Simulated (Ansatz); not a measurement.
Consider the adduct formation: `[CH3][Ga]([Cl])[Cl]` + H₂O → `[CH3][Ga-]([OH2+])([Cl])[Cl]`.

Isolated molecules relaxed with PBE0-D4/def2-TZVP in Ansatz; ΔE leaves out vibrations. CCSD(T)/CBS is the MP2 limit (def2-TZVPP, def2-QZVPP) plus CCSD(T) − MP2 in def2-TZVPP, frozen cores. This one scheme is used for every species. DFT in def2-TZVPP. B3LYP here is the variant with VWN-RPA as its local correlation; programs differ in this. HSE06 is defined as in plane-wave codes. For Ga outer-core shells are correlated without core-valence functions, which leaves a few kJ/mol of doubt a bond. Scalar relativity is left out up to krypton. Each species was taken in one conformer, which may not be the lowest.

`[CH3][Ga]([Cl])[Cl]`:

Z-matrix (Å, degrees):
```
C
Ga 1 1.943
H 1 1.089 2 110.5
H 1 1.091 2 109.5 3 121.2
H 1 1.092 2 109.2 3 -120.5
Cl 2 2.138 1 122.7 3 -173.9
Cl 2 2.138 1 123.5 3 6.3
```

H₂O:

```xyz
3

O     0.107    0.145   -0.345
H    -0.752    0.216    0.076
H     0.645   -0.360    0.269
```

`[CH3][Ga-]([OH2+])([Cl])[Cl]`:

Z-matrix (Å, degrees):
```
C
Ga 1 1.946
H 1 1.091 2 109.7
H 1 1.091 2 110.2 3 -119.5
H 1 1.091 2 110.2 3 119.6
O 2 2.119 1 108.3 3 179.7
Cl 2 2.183 1 121.1 3 -76.3
Cl 2 2.183 1 121.1 3 75.6
H 6 0.968 2 104.1 1 -124.2
H 6 0.968 2 104.1 1 124.2
```

```
             level  ΔE (kJ/mol)  difference from CCSD(T)/CBS
       LDA (SPW92)       -105.2                        -25.3
            PBE-D4        -79.1                          0.8
           BLYP-D4        -73.1                          6.8
         r2SCAN-D4        -87.5                         -7.6
            B97M-V        -83.2                         -3.3
           PBE0-D4        -83.0                         -3.1
          B3LYP-D4        -78.1                          1.8
        r2SCANh-D4        -88.1                         -8.2
        r2SCAN0-D4        -89.0                         -9.1
          HSE06-D4        -82.4                         -2.5
          BHLYP-D4        -84.7                         -4.8
      CAM-B3LYP-D4        -84.2                         -4.3
           ωB97X-V        -84.8                         -4.9
           ωB97M-V        -85.9                         -6.0
            B2PLYP        -74.5                          5.4
          PBE-QIDH        -84.7                         -4.8
               PBE        -71.1                          8.8
            revPBE        -54.6                         25.3
              BLYP        -56.2                         23.7
            r2SCAN        -85.3                         -5.4
              PBE0        -76.0                          3.9
           r2SCAN0        -86.5                         -6.6
             HSE06        -75.8                          4.1
             BHLYP        -74.6                          5.3
         CAM-B3LYP        -77.0                          2.9
           LC-ωPBE        -78.2                          1.7
RPA@PBE/def2-TZVPP        -77.6                          2.3
       HF/def2-SVP        -86.6                         -6.7
      MP2/def2-SVP       -103.9                        -24.0
     CCSD/def2-SVP        -98.5                        -18.6
  CCSD(T)/def2-SVP       -100.0                        -20.1
     HF/def2-TZVPP        -65.6                         14.3
    MP2/def2-TZVPP        -85.8                         -5.9
   CCSD/def2-TZVPP        -81.5                         -1.6
CCSD(T)/def2-TZVPP        -84.0                         -4.1
     HF/def2-QZVPP        -63.4                         16.5
    MP2/def2-QZVPP        -82.7                         -2.8
SCS-MP2/def2-QZVPP        -77.3                          2.6
      HF/CBS(def2)        -63.1                         16.8
     MP2/CBS(def2)        -81.7                         -1.8
       CCSD(T)/CBS        -79.9                            0
```

Largest T1 diagnostic among the species: 0.011.

From PBE to PBE0 (25 % exact exchange), in def2-TZVPP and without D4, ΔE moves by −5.0 kJ/mol. Leaving LDA and LC-ωPBE aside and taking each functional with its dispersion term where it has one, the values spread over 15.9 kJ/mol, from r2SCAN0-D4 to BLYP-D4. LDA lies −34.2 kJ/mol from PBE without D4.
